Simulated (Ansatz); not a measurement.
Calculation: frozen-core CCSD(T)/cc-pVTZ // r2SCAN-D4/def2-TZVP run with Ansatz (an electronic-structure program).

Ansatz 0.2 input:
```yaml
crystal:
  periodic: [false, false, false]
  atoms:
    - { symbol: N, position_ang: [1.836004, -0.856191, -1.141477] }
    - { symbol: Si, position_ang: [1.129566, -0.09087, 0.259829] }
    - { symbol: Si, position_ang: [-1.043773, 0.384691, -0.502291] }
    - { symbol: O, position_ang: [-1.306269, -0.783303, -1.658859] }
    - { symbol: Si, position_ang: [-2.690143, 0.28596, 1.158523] }
    - { symbol: H, position_ang: [2.051819, -0.273236, -1.939452] }
    - { symbol: H, position_ang: [2.592683, -1.510112, -0.993397] }
    - { symbol: H, position_ang: [1.872086, 1.090172, 0.795168] }
    - { symbol: H, position_ang: [1.127425, -1.132138, 1.32241] }
    - { symbol: H, position_ang: [-1.092458, 1.746076, -1.120463] }
    - { symbol: H, position_ang: [-0.496627, -1.26751, -1.873789] }
    - { symbol: H, position_ang: [-4.055503, 0.483884, 0.60246] }
    - { symbol: H, position_ang: [-2.649222, -1.023269, 1.862863] }
    - { symbol: H, position_ang: [-2.429055, 1.362635, 2.154008] }
basis:
  gaussian: { orbitals: cc-pVTZ }
correlation:
  method: ccsd_t
```

Output:

```
Functional definition: HF
1651 factors; integrals over basis functions are off by at most 9.5e-4 eV
mean field evaluation 1: about -27246.9030 eV, gradient 4.7e1 eV
mean field evaluation 2: about -27247.2166 eV, gradient 4.7e1 eV
mean field evaluation 4: about -27252.2855 eV, gradient 4.3e0 eV
mean field evaluation 8: about -27252.3752 eV, gradient 3.3e-1 eV
mean field evaluation 16: about -27246.9030 eV, gradient 4.7e1 eV
mean field -27252.37568766 eV, -1001.5063341980 hartree, gradient 7.1e-6 eV, S^2 0.000000; 0 other end points of the search recorded, 0 dependent functions left out
17 core orbitals not correlated
reference -27252.37568766 eV, -1001.5063341980 hartree; 16, 16 occupied and 255, 255 virtual orbitals, 1651 factors
second order -22.70218764 eV of doubles, -0.00000000 eV of singles
cycle   1  -23.70188560 eV  change    -1.0e0 eV  update   1.1e-1
cycle   2  -24.36327606 eV  change   -6.6e-1 eV  update   3.4e-2
cycle   3  -24.48492847 eV  change   -1.2e-1 eV  update   1.7e-2
cycle   4  -24.47217121 eV  change    1.3e-2 eV  update   4.2e-3
cycle   5  -24.47053205 eV  change    1.6e-3 eV  update   1.9e-3
cycle   6  -24.47081679 eV  change   -2.8e-4 eV  update   5.2e-4
cycle   7  -24.47043259 eV  change    3.8e-4 eV  update   1.9e-4
cycle   8  -24.47038541 eV  change    4.7e-5 eV  update   6.5e-5
cycle   9  -24.47042026 eV  change   -3.5e-5 eV  update   2.7e-5
perturbative correction -0.89620289 eV, -0.0329348486 hartree
Total energy: -27277.74231081 eV, -1002.4385404043 hartree
```

Cost: around 29 core-minutes (rough).
